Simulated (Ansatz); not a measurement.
Method: B3LYP-D3(BJ)/def2-SVP (Ansatz, a first-principles code). No frequencies were computed at this level.

Ansatz 0.2 input:
```yaml
crystal:
  periodic: [false, false, false]
  atoms:
    - { symbol: C, position_ang: [-0.079563, 2.713792, -0.835936] }
    - { symbol: N, position_ang: [-0.036867, 1.329219, -0.448831] }
    - { symbol: C, position_ang: [1.164578, 0.752793, -0.038681] }
    - { symbol: C, position_ang: [2.293862, 1.502855, 0.248119] }
    - { symbol: C, position_ang: [3.486003, 0.88213, 0.603759] }
    - { symbol: C, position_ang: [3.543123, -0.488951, 0.708604] }
    - { symbol: C, position_ang: [2.408669, -1.252897, 0.458849] }
    - { symbol: C, position_ang: [1.223063, -0.651042, 0.068669] }
    - { symbol: N, position_ang: [0.076018, -1.380401, -0.24163] }
    - { symbol: C, position_ang: [0.150414, -2.806421, -0.413813] }
    - { symbol: C, position_ang: [-1.159069, -0.759991, -0.058279] }
    - { symbol: C, position_ang: [-2.319638, -1.469151, 0.206865] }
    - { symbol: C, position_ang: [-3.538986, -0.812859, 0.33117] }
    - { symbol: C, position_ang: [-3.596106, 0.558222, 0.226326] }
    - { symbol: C, position_ang: [-2.434445, 1.286601, -0.003864] }
    - { symbol: C, position_ang: [-1.217553, 0.643844, -0.165628] }
    - { symbol: H, position_ang: [-0.936104, 2.871436, -1.491113] }
    - { symbol: H, position_ang: [0.823711, 2.951922, -1.397329] }
    - { symbol: H, position_ang: [-0.156356, 3.395804, 0.019738] }
    - { symbol: H, position_ang: [2.262462, 2.579046, 0.194559] }
    - { symbol: H, position_ang: [4.359247, 1.484945, 0.801893] }
    - { symbol: H, position_ang: [4.461955, -0.980405, 0.990415] }
    - { symbol: H, position_ang: [2.46671, -2.323615, 0.569458] }
    - { symbol: H, position_ang: [-0.685997, -3.13197, -1.032041] }
    - { symbol: H, position_ang: [0.124873, -3.354639, 0.535935] }
    - { symbol: H, position_ang: [1.073818, -3.051483, -0.938257] }
    - { symbol: H, position_ang: [-2.291381, -2.541231, 0.315892] }
    - { symbol: H, position_ang: [-4.433951, -1.387268, 0.516342] }
    - { symbol: H, position_ang: [-4.53666, 1.078083, 0.327819] }
    - { symbol: H, position_ang: [-2.49563, 2.361429, -0.05901] }
basis:
  gaussian: { orbitals: def2-svp }
hamiltonian:
  xc: b3lyp
  dispersion: d3bj
relax:
  max_steps: 150
```

Output:

```
Functional definition: B3LYP
3450 factors; integrals over basis functions are off by at most 4.1e-4 eV
mean field evaluation 1: about -17695.7906 eV, gradient 8.1e1 eV
mean field evaluation 2: about -17692.3589 eV, gradient 9.0e1 eV
mean field evaluation 4: about -17713.1650 eV, gradient 8.4e0 eV
mean field evaluation 8: about -17713.4619 eV, gradient 1.1e-1 eV
mean field evaluation 16: about -17713.4619 eV, gradient 3.2e-5 eV
mean field -17713.46192930 eV, -650.9577192859 hartree, gradient 3.1e-5 eV, S^2 0.000000; 0 other end points of the search recorded, 0 dependent functions left out
reference -17713.46228288 eV, -650.9577322798 hartree; 56, 56 occupied and 238, 238 virtual orbitals, 3450 factors
relax step   1: F+E_penalty+E_count = -17715.29709969 eV  Δ(F+E_penalty+E_count) = +0.000e0 eV  max|allowed force component| = 4.265e-1 eV/Å  Δτ_max = 0.0000 Å  (31 SCF iters, accepted)
these checks for a lower state are left out or cut short: starts, cluster_reference, orbital_swaps, neighbouring_geometries, increment
3450 factors; integrals over basis functions are off by at most 4.3e-4 eV
mean field -17713.56187070 eV, -650.9613920648 hartree, gradient 2.5e-5 eV, S^2 0.000000; 0 other end points of the search recorded, 0 dependent functions left out
reference -17713.56222649 eV, -650.9614051396 hartree; 56, 56 occupied and 238, 238 virtual orbitals, 3450 factors
relax step   2: F+E_penalty+E_count = -17715.38723375 eV  Δ(F+E_penalty+E_count) = -9.013e-2 eV  max|allowed force component| = 1.091e-1 eV/Å  Δτ_max = 0.0353 Å  (33 SCF iters, accepted)
these checks for a lower state are left out or cut short: starts, cluster_reference, orbital_swaps, neighbouring_geometries, increment
3450 factors; integrals over basis functions are off by at most 4.4e-4 eV
mean field evaluation 32: about -17713.5720 eV, gradient 2.5e-5 eV
mean field -17713.57201405 eV, -650.9617648259 hartree, gradient 2.5e-5 eV, S^2 0.000000; 0 other end points of the search recorded, 0 dependent functions left out
reference -17713.57237037 eV, -650.9617779205 hartree; 56, 56 occupied and 238, 238 virtual orbitals, 3450 factors
relax step   3: F+E_penalty+E_count = -17715.39421264 eV  Δ(F+E_penalty+E_count) = -6.979e-3 eV  max|allowed force component| = 3.473e-2 eV/Å  Δτ_max = 0.0137 Å  (34 SCF iters, accepted)
these checks for a lower state are left out or cut short: starts, cluster_reference, orbital_swaps, neighbouring_geometries, increment
3450 factors; integrals over basis functions are off by at most 4.4e-4 eV
mean field -17713.57214178 eV, -650.9617695199 hartree, gradient 1.6e-5 eV, S^2 0.000000; 0 other end points of the search recorded, 0 dependent functions left out
reference -17713.57249803 eV, -650.9617826118 hartree; 56, 56 occupied and 238, 238 virtual orbitals, 3450 factors
relax step   4: F+E_penalty+E_count = -17715.39440813 eV  Δ(F+E_penalty+E_count) = -1.955e-4 eV  max|allowed force component| = 1.785e-2 eV/Å  Δτ_max = 0.0049 Å  (27 SCF iters, accepted)
these checks for a lower state are left out or cut short: starts, cluster_reference, orbital_swaps, neighbouring_geometries, increment
3450 factors; integrals over basis functions are off by at most 4.4e-4 eV
mean field -17713.57196717 eV, -650.9617631032 hartree, gradient 2.5e-5 eV, S^2 0.000000; 0 other end points of the search recorded, 0 dependent functions left out
reference -17713.57232321 eV, -650.9617761875 hartree; 56, 56 occupied and 238, 238 virtual orbitals, 3450 factors
relax step   5: F+E_penalty+E_count = -17715.39455508 eV  Δ(F+E_penalty+E_count) = -1.470e-4 eV  max|allowed force component| = 8.142e-3 eV/Å  Δτ_max = 0.0095 Å  (34 SCF iters, accepted)
3450 factors; integrals over basis functions are off by at most 4.4e-4 eV
mean field evaluation 64: about -17713.5720 eV, gradient 1.1e-3 eV
mean field -17713.57196717 eV, -650.9617631032 hartree, gradient 2.5e-5 eV, S^2 0.000000; 1 other end points of the search recorded, 0 dependent functions left out
reference -17713.57232321 eV, -650.9617761875 hartree; 56, 56 occupied and 238, 238 virtual orbitals, 3450 factors
Total energy: -17715.39491113 eV, -651.0287550579 hartree
Atom 0 at    -0.080778     2.729354    -0.826480 Å, force    -0.000433     0.008142     0.001125 eV/Å
Atom 1 at    -0.035561     1.330941    -0.474822 Å, force     0.000140    -0.006086     0.002592 eV/Å
Atom 2 at     1.176483     0.757733    -0.053147 Å, force    -0.004002    -0.002778    -0.001100 eV/Å
Atom 3 at     2.314748     1.513655     0.240782 Å, force    -0.004407    -0.004655     0.001180 eV/Å
Atom 4 at     3.517767     0.889823     0.606393 Å, force    -0.000462     0.006608    -0.003739 eV/Å
Atom 5 at     3.575397    -0.493502     0.712174 Å, force     0.000109    -0.007114    -0.002689 eV/Å
Atom 6 at     2.430423    -1.262921     0.453105 Å, force    -0.004784     0.004400     0.000487 eV/Å
Atom 7 at     1.235427    -0.657119     0.055045 Å, force    -0.004211     0.002239    -0.001484 eV/Å
Atom 8 at     0.077626    -1.385934    -0.267067 Å, force    -0.000381     0.006399     0.001638 eV/Å
Atom 9 at     0.150430    -2.820414    -0.402097 Å, force     0.000235    -0.007884     0.002351 eV/Å
Atom 10 at    -1.169314    -0.767102    -0.073110 Å, force     0.004124     0.002625    -0.001035 eV/Å
Atom 11 at    -2.339657    -1.481085     0.198897 Å, force     0.004278     0.004804     0.000905 eV/Å
Atom 12 at    -3.570907    -0.820345     0.331322 Å, force     0.000839    -0.007071    -0.002563 eV/Å
Atom 13 at    -3.628537     0.562979     0.225541 Å, force     0.000268     0.006645    -0.003612 eV/Å
Atom 14 at    -2.455331     1.295491    -0.013424 Å, force     0.004655    -0.004241     0.001597 eV/Å
Atom 15 at    -1.228257     0.647750    -0.181301 Å, force     0.004334    -0.002401    -0.000651 eV/Å
Atom 16 at    -0.944784     2.915047    -1.479408 Å, force     0.001382    -0.000730     0.000356 eV/Å
Atom 17 at     0.827096     2.996085    -1.384979 Å, force    -0.001341    -0.000854     0.000210 eV/Å
Atom 18 at    -0.158313     3.402609     0.050609 Å, force     0.000401    -0.004675    -0.003497 eV/Å
Atom 19 at     2.273720     2.600725     0.181649 Å, force     0.004593    -0.001562     0.001481 eV/Å
Atom 20 at     4.399088     1.501059     0.812446 Å, force    -0.002848    -0.001972     0.001867 eV/Å
Atom 21 at     4.502925    -0.991380     1.003040 Å, force    -0.003013     0.001990     0.001564 eV/Å
Atom 22 at     2.479804    -2.345996     0.559918 Å, force     0.004439     0.002143     0.001198 eV/Å
Atom 23 at    -0.691115    -3.173866    -1.013797 Å, force     0.001315     0.000887     0.000232 eV/Å
Atom 24 at     0.123290    -3.356817     0.567493 Å, force     0.000035     0.004107    -0.004168 eV/Å
Atom 25 at     1.080765    -3.092827    -0.919368 Å, force    -0.001409     0.000762     0.000086 eV/Å
Atom 26 at    -2.301298    -2.564665     0.305124 Å, force    -0.004715     0.001724     0.000721 eV/Å
Atom 27 at    -4.474859    -1.401987     0.524601 Å, force     0.002628     0.002243     0.001822 eV/Å
Atom 28 at    -4.578696     1.090451     0.334007 Å, force     0.002793    -0.001715     0.002125 eV/Å
Atom 29 at    -2.507382     2.382055    -0.073146 Å, force    -0.004561    -0.001979     0.001004 eV/Å
Dipole moment:     0.006339    -0.008286    -0.111815 e Å
```

Cost: around 6 core-minutes (rough).
